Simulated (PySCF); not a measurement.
BGeH5O, SMILES B[O][GeH3].

Geometry: PBE0-D3(BJ)/def2-SVP.

Two levels are set side by side: TDDFT-PBE/def2-SVPD (PySCF) and TDDFT-M06-2X/def2-SVPD (PySCF). Vertical, same geometry. The lowest singlet is HOMO→LUMO 100 % with PBE and HOMO→LUMO+1 93 % with the other functional; states are paired by order. Differences are taken from unrounded values.

```
quantity                               TDDFT-M06-2X  TDDFT-PBE  TDDFT-PBE minus TDDFT-M06-2X
-------------------------------------  ------------  ---------  ----------------------------
lowest singlet excitation (eV)                 5.86       5.50                         -0.35
lowest triplet excitation (TDA) (eV)           5.49       4.96                         -0.53
first bright state (f over 0.05) (eV)          8.06       7.16                         -0.90
its oscillator strength                        0.09       0.08                         -0.02
```

Functionals without exact exchange tend to place singlet excitations lower, as here. Differences between two approximate levels are no errors against the true value.

Rough cost on one machine, each run with all the roots and properties that it gave: TDDFT-M06-2X against TDDFT-PBE about 10 times.
